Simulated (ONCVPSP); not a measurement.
Al (Z = 13): one change to an ONCV potential, before and after

aluminium, optimised norm-conserving Vanderbilt (ONCV), made with ONCVPSP 4.0.1 (PBE, scalar-relativistic). Core [Ne], reference 3s2 3p1. Waves: 3s: rc 1.95 bohr, ncon 3, nbas 7, qcut 4 1/bohr, 1 projector; 3p: rc 2.00 bohr, ncon 4, nbas 8, qcut 3.7 1/bohr, 1 projector; d scattering state at 0.46 Ha: rc 1.75 bohr, ncon 4, nbas 8, qcut 5.6 1/bohr, 1 projector. Local part: polynomial inside 1.35 bohr (lpopt 4, dvloc0 2 Ha). Core correction: Teter function, fcfact 3.75, rcfact 1.3.

Change: core correction Teter function, fcfact 7.5, rcfact 1.3.

Cutoffs: the cutoffs (Ha) at which the residual kinetic energy of the hardest occupied pseudo-wave falls to 1 and 0.1 mHa per electron; they do not see the model core or the augmentation charge, which bear on the density cutoff. Errors are all-electron minus pseudo energies relative to the spin-unpolarised reference configuration.

Q: What does the change do?

A: The potential gets neither clearly harder nor softer (5.6 Ha and 7.3 Ha → 5.6 Ha and 7.3 Ha); of the 4 tests that both files solve, the error grows in 3 and shrinks in 1 by more than 15 % and 0.3 meV (median size 4.2 → 2.9 meV); neither file shows a bound ghost. A model core, the more so a compact one, raises the density cutoff, which this test does not measure.

```csv
quantity,base,changed
"cutoff, loose",5.6 Ha,5.6 Ha
"cutoff, tight",7.3 Ha,7.3 Ha
bound ghosts,none,none
GHOST(+) flags under 300 eV,none,none
"error for 3s2 3p0, meV [ΔE 5.76 eV]",+1.1,+3.7
"error for 3s1 3p0, meV [ΔE 24.99 eV]",+28,+33
"error for 3s2 3p0.5, meV [ΔE 2.09 eV]",+0.2,+0.6
"error for 3s0 3p3, meV [ΔE 10.45 eV]",+7.4,-2.0
s: phases at 1.99 bohr within 0.05 rad from the reference energy up to (Ha; the scan ends near 5),1.2,1.2
p: phases at 2.03 bohr within 0.05 rad from the reference energy up to (Ha; the scan ends near 5),1.7,1.7
d: phases at 1.77 bohr within 0.05 rad from the reference energy up to (Ha; the scan ends near 5),3.6,3.6
"rms error of d²Exc/dni dnj with the model core, mHa",0.40,0.28
```
